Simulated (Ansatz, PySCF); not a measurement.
This triplet is an excited state, 0.55 eV above the relaxed singlet at the level frozen-core CCSD(T)/cc-pVTZ // B3LYP-D3(BJ)/def2-TZVP (Ansatz, a quantum-chemistry and plane-wave program).

B3LYP has the VWN-RPA correlation part, as in Gaussian. 

Cartesian coordinates (Å):
```xyz
6

B     -1.3597    -0.0601    -0.0070
Ge     0.5135    -0.8077     0.1267
O      1.7894     0.4440    -0.0452
H     -2.2636    -0.8167     0.0956
H     -1.3761     1.1149    -0.1830
H      2.6965     0.1256     0.0129
```
Charge 0, spin multiplicity 3.

Estimate the dipole moment, highest occupied spin orbital and total energy that B3LYP-D3(BJ)/def2-TZVP (PySCF 2.14.0) returns for this input.


* **dipole moment**: 2.27 D
* **highest occupied spin orbital**: -5.58 eV
* **total energy**: -2178.9222 Ha
